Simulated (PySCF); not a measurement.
# Electronic structure of Ni⁺ (nickel, charge +1) at the UHF level

Configuration: [Ar] 3d9, 2D determinant. All numbers are calculated (PySCF 2.14, the spin-free X2C one-electron Hamiltonian (Gaussian nucleus), in x2c-SVPall (5s3p3d1f, 36 functions)).

* Total energy: -1518.532645 hartree
* One-electron energy: -2105.8825 hartree
* Hartree (Coulomb) energy: 649.8169 hartree
* Exchange energy: -62.4670 hartree
* ⟨S²⟩: 0.7527
* ⟨L²⟩: 6.018
* Sum of ⟨r⟩: 17.48 bohr
* Sum of ⟨r²⟩: 19.33 bohr²
* Traceless quadrupole moment −½Σ⟨3z² − r²⟩ along its main axis: -0.475 e·bohr²
* Langevin diamagnetic susceptibility: -15.3 ×10⁻⁶ cm³/mol
* Time after the integrals: 0.24 s of wall time on 1 thread of Neoverse-N1 (shared host)

```
shell  electrons  mean orbital energy (hartree)  spread (hartree)  rms radius, mean of both spins (bohr)
 1s α          1                     -308.81028                 0                                 0.0624
 1s β          1                     -308.80976                 0                                 0.0624
 2s α          1                      -38.67582                 0                                  0.265
 2s β          1                      -38.64055                 0                                  0.265
 2p α          3                      -33.14849           0.03722                                  0.238
 2p β          3                      -33.11358           0.00022                                  0.238
 3s α          1                       -5.13299                 0                                  0.799
 3s β          1                       -5.03594                 0                                  0.799
 3p α          3                       -3.46401           0.07907                                  0.854
 3p β          3                       -3.34736           0.05087                                  0.854
 3d α          5                       -0.78760           0.09567                                   1.21
 3d β          4                       -0.72978           0.07576                                   1.21
```

Densities and radii are taken from the X2C orbitals without a picture-change correction, which distorts them close to the nucleus.
